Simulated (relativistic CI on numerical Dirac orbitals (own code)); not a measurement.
Calculated at this level of theory: Dirac-Coulomb-Breit CI, KLI orbitals optimised for each configuration, model QED, valence Slater integrals scaled by 0.85, P86 correlation energy added to each configuration (own radial code, finite nucleus).

Configuration list: 1s2, 1s.2s, 1s.2p, 1s.3s, 1s.3p, 1s.3d, 1s.4s, 1s.4p, 1s.4d, 1s.4f, 1s.5s, 1s.5p, 1s.5d, 1s.5f, 1s.5g, 1s.6s, 1s.6p, 1s.6d. Levels of other configurations are missing.

14 of the 14 excited levels that our extract of the measured tables holds in this range could be paired (the sources list more); they are missed by 4744 cm⁻¹ on average and 10454 at most, and levels without a partner can miss by more.

Outline of the computed level scheme of C V. Lowest level of each configuration: 1s2 1S_0 at 0.000 eV; 1s.2s 3S_1 at 298.466 eV; 1s.2p 3P°_1 at 304.069 eV; 1s.3s 3S_1 at 351.524 eV; 1s.3p 3P°_1 at 352.970 eV; 1s.3d 3D_1 at 353.468 eV; 1s.4s 3S_1 at 369.347 eV; 1s.4p 3P°_1 at 369.933 eV; 1s.4d 3D_1 at 370.179 eV.

Some strong electric-dipole decays among the lowest 27 levels: 1s.2p 1P°_1 → 1s2 1S_0 (9.4e+11 s⁻¹); 1s.3p 1P°_1 → 1s2 1S_0 (3.0e+11 s⁻¹); 1s.4p 1P°_1 → 1s2 1S_0 (1.4e+11 s⁻¹); 1s.3d 3D_3 → 1s.2p 3P°_2 (4.1e+10 s⁻¹); 1s.3d 1D_2 → 1s.2p 1P°_1 (4.0e+10 s⁻¹); 1s.3d 3D_2 → 1s.2p 3P°_1 (3.1e+10 s⁻¹); 1s.3d 3D_1 → 1s.2p 3P°_0 (2.3e+10 s⁻¹); 1s.3d 3D_1 → 1s.2p 3P°_1 (1.7e+10 s⁻¹).
